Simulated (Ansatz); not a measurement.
`[OH][Ga]([Cl])[Cl]` + H–F → `[OH][Ga]([F])[Cl]` + HCl  (ligand exchange at a Ga–Cl bond)

Isolated molecules relaxed with PBE0-D4/def2-TZVP in Ansatz; ΔE leaves out vibrations. CBS: MP2 limit from def2 TZ/QZ plus the TZ coupled-cluster correction, frozen cores. This one scheme is used for every species. DFT in def2-TZVPP. HSE06 is defined as in plane-wave codes. For Ga outer-core shells are correlated without core-valence functions, which leaves a few kJ/mol of doubt a bond. Scalar relativity is left out up to krypton. Each species was taken in one conformer, which may not be the lowest.

`[OH][Ga]([Cl])[Cl]`:

Z-matrix (Å, degrees):
```
Ga
O 1 1.765
Cl 1 2.123 2 120.6
Cl 1 2.109 2 118.8 3 -180.0
H 2 0.961 1 112.9 3 -0.1
```

H–F:

Z-matrix (Å, degrees):
```
F
H 1 0.920
```

`[OH][Ga]([F])[Cl]`:

Z-matrix (Å, degrees):
```
Ga
O 1 1.761
Cl 1 2.115 2 124.1
F 1 1.733 2 117.4 3 180.0
H 2 0.961 1 113.2 3 0.0
```

HCl:

```xyz
2

Cl    0.516    0.364   -0.104
H    -0.516   -0.364    0.104
```

```tsv
level	ΔE (kJ/mol)
revPBE-D4	35.5
ωB97X-V	31.1
HSE06	37.9
CAM-B3LYP	26.4
RPA@PBE/def2-TZVPP	28.8
CCSD/def2-SVP	22.6
CCSD/def2-TZVPP	32.5
CCSD/CBS(def2)	38.7
```

Question: What does CCSD(T)/CBS give? (Best estimate.)

Answer: Computed: +39.4 kJ/mol. The listed levels differ from it by -3.9, -8.3, -1.5, -13.0, -10.6, -16.8, -6.9, -0.7 kJ/mol.

Largest T1 diagnostic among the species: 0.014.

At CCSD(T), def2-SVP lies −16.6 kJ/mol from the extrapolated value and def2-TZVPP −6.2 kJ/mol. From BLYP to BHLYP (50 % exact exchange), in def2-TZVPP and without D4, ΔE moves by +9.1 kJ/mol. The D4 term adds +5.0 kJ/mol with B3LYP and +2.7 kJ/mol with PBE0; it sums over pairs of atoms, weighted by their polarisabilities, and B3LYP, whose exchange is more repulsive, gets the larger term.

B3LYP here is the variant with VWN-RPA as its local correlation; programs differ in this.
